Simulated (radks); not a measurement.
The numbers below are computed, except where a source is named.
Q: Ionisation of P3+, [Ne] 3s2, to P4+, [Ne] 3s1, under several functionals. Scalar-relativistic Kohn-Sham, spin-polarised, spherical densities, finite nucleus; open shells are filled with parallel spins first; a radial shooting solver on a logarithmic mesh with Libxc functionals. The NIST Atomic Spectra Database gives 51.444 eV (measured). Rank these functionals by the error of their Delta-SCF ionisation energy: PW91; BP86; exchange-only PBE; BLYP; TASK exchange with Perdew-Wang LDA correlation; revPBE; PBE; LDA (Slater exchange, Perdew-Wang correlation); r2SCAN.

A: From best to worst: BP86 51.458 eV (+0.014); PBE 51.403 eV (-0.041); PW91 51.486 eV (+0.042); BLYP 51.500 eV (+0.056); LDA (Slater exchange, Perdew-Wang correlation) 51.539 eV (+0.095); revPBE 51.272 eV (-0.172); r2SCAN 50.750 eV (-0.694); exchange-only PBE 50.476 eV (-0.968); TASK exchange with Perdew-Wang LDA correlation 49.589 eV (-1.855).
